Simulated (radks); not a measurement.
Dispersion coefficients C6 (hartree bohr^6) between ground-configuration atoms and ions, from the Casimir-Polder integral (3/pi) of alpha_A(iw) alpha_B(iw). All-electron calculation, non-relativistic Kohn-Sham, LDA (Slater exchange, Perdew-Wang correlation), spin-polarised, spherical densities, point nucleus; open shells are filled with parallel spins first. Program: a radial shooting solver on a logarithmic mesh with Libxc functionals. Response by self-consistent Sternheimer equations with the Hartree and adiabatic LDA kernel.

| C6 | S | S+ | S2+ | S3+ | S4+ | S5+ | S6+ |
|---|---|---|---|---|---|---|---|
| S | 146.4 |  |  |  |  |  |  |
| S+ | 88.29 | 54.22 |  |  |  |  |  |
| S2+ | 60.95 | 37.67 | 26.24 |  |  |  |  |
| S3+ | 44.28 | 27.38 | 19.08 | 13.88 |  |  |  |
| S4+ | 33.50 | 20.63 | 14.35 | 10.44 | 7.859 |  |  |
| S5+ | 19.97 | 12.21 | 8.481 | 6.170 | 4.656 | 2.769 |  |
| S6+ | 1.080 | 0.7379 | 0.5411 | 0.4024 | 0.2994 | 0.1806 | 0.03845 |

Static polarisabilities (bohr^3): S ([Ne] 3s2 3p4) 21.22, S+ ([Ne] 3s2 3p3) 11.01, S2+ ([Ne] 3s2 3p2) 7.279, S3+ ([Ne] 3s2 3p1) 5.276, S4+ ([Ne] 3s2) 4.117, S5+ ([Ne] 3s1) 2.598, S6+ ([Ne]) 0.07518. The combination rule 2 Ca Cb / ((alpha_b/alpha_a) Ca + (alpha_a/alpha_b) Cb) gives 0.2687 for S6+-S4+, against 0.2994 from the integral.
